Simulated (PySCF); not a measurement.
# Static response to an electric field

C6H9ClO.
Cartesian coordinates in Å at the GFN2-xTB level; atoms count from 1:
```xyz
17
C6H9ClO angstrom
C     -1.5858   -0.1281   -1.3281
C     -0.8468   -0.5119   -0.0754
C     -0.7648    0.4085    1.0873
C      0.5055    0.1028    0.3084
C      1.5288   -0.8206    0.9280
C      0.9836    1.1997   -0.5363
O      0.3668    2.1327   -0.9451
Cl     2.6976    1.0619   -0.9852
H     -1.4918    0.9349   -1.5303
H     -1.2017   -0.6818   -2.1831
H     -2.6421   -0.3649   -1.2128
H     -0.9023   -1.5724    0.1460
H     -1.1750    1.4000    0.9686
H     -0.8312    0.0143    2.0895
H      1.0370   -1.5161    1.6037
H      2.2668   -0.2547    1.4929
H      2.0485   -1.3922    0.1620
```

Level: B3LYP/def2-SVPD (PySCF), static field, nuclei fixed, core orbitals frozen in the response. The polarisability tensor in these axes (au):

```
x   103.56   2.95  -3.31
y     2.95  79.22  -5.77
z    -3.31  -5.77  79.56
```

Task: Give the principal values, the mean and the anisotropy Δα = √{½[(α1 − α2)² + (α2 − α3)² + (α1 − α3)²]}.

Result: Principal values 73.62, 84.15 and 104.57 au; mean 87.45 au = 12.96 Å³ = 14.42 × 10⁻⁴⁰ C²·m²/J; Δα = 27.25 au (31 % of the mean).

Task: What is the dipole moment, and where does it point?

Result: (-1.28, -2.62, 1.75) D, 3.40 D in size, pointing from the negative to the positive side. Measured along this direction, the outermost atoms are Cl8 and O7 at the negative end and H12 and H15 at the positive end.

Task: In a dilute gas of rigid molecules at 298 K, how does the orientational term μ²/3kT compare with the electronic polarisability?

Result: In Gaussian units μ²/3kT = 93.69 Å³ against 12.96 Å³, a ratio of 7.23; the Debye molar polarisation (4π/3)N_A(α + μ²/3kT) is 269.0 cm³/mol, leaving out the vibrational part.

Task: What would n − 1 = 2πNα be for an ideal gas of these molecules at 298.15 K and 1 atm, electronic part alone?

Result: N = p/kT = 2.4615 × 10¹⁹ cm⁻³, so n − 1 = 2π × N × 12.96 × 10⁻²⁴ cm³ = 2004 × 10⁻⁶ at long wavelengths, for an ideal gas.

Task: Sum over states: ᾱ = Σ f/ω², ω in Eh. What share falls to these 8 lowest TDDFT singlets (eV, f)? 5.05, 0.0014; 6.06, 0.0120; 6.28, 0.1618; 6.51, 0.0067; 6.64, 0.0053; 7.48, 0.0100; 7.56, 0.0563; 7.61, 0.0240.

Result: They add up to 4.70 au, 5.4 % of the 87.45 au; the largest single term is 3.04 au, from the state at 6.28 eV. Terms in order: 0.04, 0.24, 3.04, 0.12, 0.09, 0.13, 0.73, 0.31 au. Higher excitations give the rest. The strengths listed sum to 0.278.

Task: Give the eigenvalues of the traceless quadrupole moment Θ = ½Σq(3rr − r²1), origin at the centre of nuclear charge.

Result: -3.83, 0.60, 3.23 D·Å. The values depend on the origin, since the dipole doesn't vanish. The electronic extent ⟨r²⟩ about the same centre is 1167 bohr², a root-mean-square distance of 2.16 Å for the 70 electrons.

One conformer (not necessarily the lowest) at the GFN2-xTB geometry, without solvent, vibrations or thermal averaging.

The run behind these numbers computed excited states as well. Rough CPU time on one thread of a shared machine: about 2.4 min.
